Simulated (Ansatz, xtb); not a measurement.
# Isomers of CH9ClOSi3 in order of energy

4 gas-phase structures of CH9ClOSi3, from a drawn sample of its isomers (lower ones may exist). Each was relaxed with GFN2-xTB; where two conformers were screened, the lower at r2SCAN-D4/def2-SVP is listed:

A. `CO[SiH2][SiH2][SiH2]Cl`, a singlet
B. `CO[SiH](Cl)[SiH2][SiH3]`, a singlet
C. `CO[SiH2][SiH]([SiH3])Cl`, a singlet
D. `CO[SiH]([SiH3])[SiH2]Cl`, a singlet

Task: Make a reasoned guess at their ranking by r2SCAN-D4/def2-SVP single-point energy.

Result: Calculated order at r2SCAN-D4/def2-SVP: B (0.0), C (7.0), A (7.6), D (9.5) kcal/mol. Less than 1 kcal/mol parts C and A, so the order within that pair means little.

Energies above the lowest of each column, in kcal/mol; the last columns are at PBE-D3(BJ)/def2-SVP geometries:

```
structure  GFN2-xTB  HF/STO-3G  r2SCAN-D4/def2-SVP  PBE-D3(BJ)/def2-SVP  CCSD(T)/def2-SVP + ΔMP2/def2-TZVPP
        B       2.0        0.0                 0.0                  0.0                                 0.0
        C       1.6        4.0                 7.0                  6.0                                 6.3
        A       0.0        5.1                 7.6                  5.7                                 5.5
        D       0.1        6.7                 9.5                  8.0                                 7.6
```

CCSD(T)/def2-SVP + ΔMP2/def2-TZVPP puts B lowest; GFN2-xTB picks A. CCSD(T)/def2-SVP + ΔMP2/def2-TZVPP orders those it was run on as B (0.0), A (5.5), C (6.3), D (7.6) kcal/mol. Less than 1 kcal/mol parts A and C, so the order within that pair means little. Flexible structures stand in one conformer each, not always the lowest. Frequencies (GFN2-xTB) were run for B, C, D alone. ΔMP2 is the change of the MP2 energy from the smaller to the larger basis.

Over these structures GFN2-xTB departs from r2SCAN-D4/def2-SVP by 3.6 kcal/mol on average once a common shift is removed. A GFN2-xTB relaxation took about 0.78 s and the r2SCAN-D4/def2-SVP energy about 6.5 s on a shared host (Ansatz 0.2.0, xtb 6.7.1).
